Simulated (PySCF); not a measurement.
CH5ClF2Si2, SMILES [SiH](F)(C[SiH2]Cl)F, CAM-B3LYP/def2-SVP optimised geometry. Atoms within 1.6 Å of the plane z = 0.0 Å (x, y, z in Å): Si1 (0.29, 1.01, 0.00), F2 (-0.20, 2.55, 0.00), F3 (-0.23, 0.37, 1.39), C4 (-0.51, 0.11, -1.41), Si5 (-0.75, -1.73, -1.16), Cl6 (1.05, -2.55, -0.56), H7 (1.77, 1.01, 0.00), H8 (-1.49, 0.57, -1.59), H11 (-1.77, -2.00, -0.12).

Level of theory: CAM-B3LYP/def2-TZVP (PySCF). Cells within 0.4 Å of a nucleus heavier than hydrogen are left out (blank, or x).

Map of the Laplacian of the electron density (e/bohr⁵), clipped to [-1.50, 1.50] on the plane z = 0.0 Å:

```
|444444444444444444444444444|
|444444444444444444444444444|
|444444444444444444444444444|
|444444444444444444444444444|
|444444444444444444444444444|
|444444444446886444444444444|
|444444444448xx8444444444444|
|444444444448xx7444444444444|
|444444444445755444444444444|
|444444444444499634444444444|
|4444444444447xx920044444444|
|4444444444446xx932244444444|
|444444444444469444444444444|
|444444444444444444444444444|
|444444444444444444444444444|
|444444444444444444444444444|
|444444444444444444444444444|
|444444444344444444444444444|
|444444440144444444444444444|
|444444444344444113444444444|
|444444444444444123444444444|
|444444444444444334444444444|
|444444444444444444444444444|
|444444444444444444444444444|
|444444444444444444444444444|
|444444444444444444444444444|
|444444444444444444444444444|
```
Scale: ten equal steps from -1.02 (start of '0') to 1.50 (end of '9'), in the order '0123456789'; x runs from -5.00 to 5.00, y from -5.00 (bottom) to 5.00 (top).
